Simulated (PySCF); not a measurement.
Frontier orbitals and the lowest excitations

Compound: C₂H₁₀O₂Si₃.
Z-matrix (Å and degrees, GFN2-xTB geometry), rows numbered from 1:
```
O 
C   1  1.1961
O   2  1.3013  1  126.00
Si  3  1.6823  2  123.67  1    -2.25
C   4  1.8875  3  111.09  2    79.30
Si  5  1.9154  4  113.83  3   -50.85
Si  5  1.9036  4  110.67  3  -179.11
H   2  1.1065  1  122.91  3  -179.53
H   4  1.4586  3  108.18  2   -45.54
H   4  1.4609  3   96.30  2  -161.18
H   5  1.0952  4  106.95  3    65.60
H   6  1.4655  5  109.81  4    64.47
H   6  1.4695  5  107.23  4  -179.60
H   6  1.4571  5  110.84  4   -59.83
H   7  1.4666  5  109.27  4   -53.55
H   7  1.4650  5  109.32  4  -172.79
H   7  1.4623  5  110.71  4    66.33
```

Computed, not measured: TDDFT CAM-B3LYP/def2-SVPD, vertical, gas phase, core orbitals frozen in the response in PySCF 2.14.0, density-fitted response routines.

Frontier orbitals with the atoms that hold most of them (Löwdin shares over 4%, at most four atoms; ? is withheld):

| orbital | ε (eV) | atoms |
| --- | --- | --- |
| LUMO+2 | 0.95 | Si7 16%, Si6 14%, C2 11%, O1 9% |
| LUMO+1 | 0.93 | Si4 24%, Si7 12%, O3 9%, C5 8% |
| LUMO | 0.75 | C2 22%, O1 15%, Si4 10%, Si7 10% |
| HOMO | ? | ? |
| HOMO-1 | -10.05 | ? |
| HOMO-2 | -10.30 | C5 29%, Si6 19%, Si7 13%, H15 11% |
| HOMO-3 | -10.89 | Si6 15%, C5 14%, H14 13%, Si4 12% |

(1) Which atoms hold the HOMO, and with what shares?

(2) Give the leading atoms of the HOMO-1.

(3) What is the HOMO energy, and the HOMO–LUMO gap?

Answers

(1) O1 (bonded to C) 41%; C5 (bonded to 3 Si and H) 10%; O3 (bonded to C and Si) 9%; Si6 (bonded to C and 3 H) 8%. By element: oxygen 50%, carbon 10% or more, silicon 8% or more.

(2) O1 (bonded to C) 26%; C5 (bonded to 3 Si and H) 21%; O3 (bonded to C and Si) 9%; Si7 (bonded to C and 3 H) 8%. By element: oxygen 35%, carbon 21% or more, silicon 8% or more.

(3) ε(HOMO) = -9.95 eV; the gap is 10.70 eV (0.3931 hartree).

How does S1 compare with the orbital gap of 10.70 eV?

S1 is at 5.84 eV (f = 0.0008), 4.85 eV below the gap, made of HOMO→LUMO (35%), HOMO→LUMO+2 (17%), HOMO-1→LUMO (17%). Without the coupling terms of the response equations the lowest excitation would equal the gap.

Next come S2 at 7.68 eV (f 0.016), HOMO-1→LUMO (31%), HOMO→LUMO (23%), HOMO-1→LUMO+1 (15%); S3 at 7.76 eV (f 0.044), HOMO→LUMO+1 (38%), HOMO-1→LUMO (21%), HOMO-1→LUMO+1 (16%); S4 at 7.93 eV (f 0.022), HOMO-2→LUMO (33%), HOMO-1→LUMO+1 (17%), HOMO-2→LUMO+1 (12%); S5 at 8.02 eV (f 0.0004), HOMO-1→LUMO+2 (41%), HOMO→LUMO+2 (18%).

Löwdin shares depend on the basis, the more so with diffuse functions.

Hardware: one thread of an Arm Neoverse V1, no GPU (shared host). Cost: 1.7 min of wall time, 1.1 GiB resident at most.

One conformer stands for the species.
